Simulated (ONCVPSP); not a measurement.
## Transferability test, ONCV potential for zirconium

zirconium (Zr), optimised norm-conserving Vanderbilt (ONCV), made with ONCVPSP 4.0.1 (PBEsol, fully relativistic). Core [Ar] 3d10, reference 4s2 4p6 4d2 5s2. Waves: 4s+5s: rc 2.00 bohr, ncon 4, nbas 8, qcut 4.8 1/bohr, 3 projectors, debl 1.2 Ha; 4p: rc 1.65 bohr, ncon 4, nbas 9, qcut 6.5 1/bohr, 3 projectors, debl 1.9 Ha; 4d: rc 2.50 bohr, ncon 4, nbas 8, qcut 5.2 1/bohr, 2 projectors, debl 2.6 Ha. Local part: polynomial inside 1.35 bohr (lpopt 5, dvloc0 2 Ha). Core correction: polynomial model core, fcfact 0.7.

Open shells are filled in proportion to 2j + 1.

Energies are relative to the spin-unpolarised reference configuration 4s2 4p6 4d2 5s2; without spin polarisation the order of configurations can differ from experiment.

Task: Give the all-electron excitation energy and the error of the potential for: 4s2 4p6 4d2 5s1; 4s2 4p6 4d2 5s0; 4s2 4p6 4d1 5s0; 4s2 4p6 4d1 5s2.

Result:

```csv
valence configuration,charge,ΔE all-electron (eV),error AE − PS (meV)
4s2 4p6 4d2 5s1,+1,7.171,-1.0
4s2 4p6 4d2 5s0,+2,20.081,-8.1
4s2 4p6 4d1 5s0,+3,42.663,+9.1
4s2 4p6 4d1 5s2,+1,7.681,+8.8
```
